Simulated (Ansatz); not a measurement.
Species: C₂H₆BS, charge 0, multiplicity 2. It need not be the lowest isomer of its formula. SMILES: C[B]SC
Structure (B3LYP-D3(BJ)/def2-TZVP (Ansatz, a quantum-chemistry and plane-wave program) minimum search):
```xyz
10

C      2.3523    -0.3325     0.2090
B      0.8287    -0.2561     0.4874
S     -0.4784     0.2401    -0.5555
C     -1.9951     0.0673     0.4616
H      2.7124    -1.3538     0.3668
H      2.6409    -0.0230    -0.8014
H      2.8972     0.2916     0.9238
H     -1.9347     0.7190     1.3289
H     -2.1141    -0.9660     0.7754
H     -2.8345     0.3629    -0.1656
```
Charge 0, spin multiplicity 2.

Quantity: atomisation energy (electronic, to ground-state atoms), in kcal/mol. Valence correlation only, unless marked. Open shells are spin-unrestricted. Spin-orbit coupling is left out. No relativistic terms. The coupled-cluster limit lacks core correlation, which all-electron functionals hold. Basis-set limits of correlation are two-point, X^-3; Hartree-Fock from the larger set.

```tsv
level	program	atomisation energy (kcal/mol)
HF/6-31G*	Ansatz	657.4
```

Task: What does CCSD(T)/CBS(aug-cc-pV(T+d)Z,aug-cc-pV(Q+d)Z) (Ansatz) give?

Result: 864.5 kcal/mol
